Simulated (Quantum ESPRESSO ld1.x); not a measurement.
Results of a calculation; reference values are marked as such.
Radial electron density D(r) = 4 pi r^2 rho(r) of an atom or ion with 37 electrons. Code: ld1.x of Quantum ESPRESSO 7.5. Model: scalar-relativistic Kohn-Sham, LDA (Slater exchange, Perdew-Wang correlation), spin-polarised, spherical densities, point nucleus.

```
   r/bohr * D(r) (the largest magnitude, 63.3, reaches the edge; | marks zero)
 0.004298 |       *
 0.004924 |         *
 0.005687 |           *
 0.006515 |              *
 0.007525 |                 *
 0.008621 |                     *
 0.009956 |                        *
  0.01141 |                            *
  0.01317 |                                *
  0.01509 |                                    *
  0.01729 |                                       *
  0.01997 |                                          *
  0.02288 |                                            *
  0.02642 |                                            *
  0.03027 |                                           *
  0.03496 |                                         *
  0.04005 |                                       *
  0.04626 |                                     *
  0.05299 |                                     *
  0.06071 |                                      *
  0.07012 |                                          *
  0.08033 |                                               *
  0.09278 |                                                   *
   0.1063 |                                                      *
   0.1228 |                                                     *
   0.1406 |                                                  *
   0.1624 |                                           *
   0.1861 |                                     *
   0.2132 |                                 *
   0.2462 |                                 *
   0.2821 |                                    *
   0.3258 |                                        *
   0.3732 |                                        *
    0.431 |                                    *
   0.4938 |                             *
   0.5703 |                    *
   0.6534 |             *
   0.7486 |         *
   0.8645 |        *
   0.9905 |        *
    1.144 |       *
    1.311 |      *
    1.514 |    *
    1.734 |  *
    2.003 | *
    2.294 |*
    2.629 *
    3.036 *
    3.478 *
    4.017 *
    4.602 *
    5.314 *
    6.089 *
```

What is the nuclear charge?

Answer. Z = 41. The innermost maximum, from 1s, lies near gamma/Z bohr with gamma = sqrt(1 - (Z/c)^2) = 0.954, here 0.0233 bohr (found: 0.0254), and its height grows with Z. The density is that of the niobium ion Nb4+ in [Ar] 3d10 4s2 4p5.5 4d1 5s0.5; the configuration itself is not fixed sharply by these data, and Z only to a few units. D(r) has 3 maxima, at r = 0.0254, 0.112, 0.353 bohr, and minima at 0.0513, 0.227 bohr, inside which lie 2.04, 11.08 electrons.
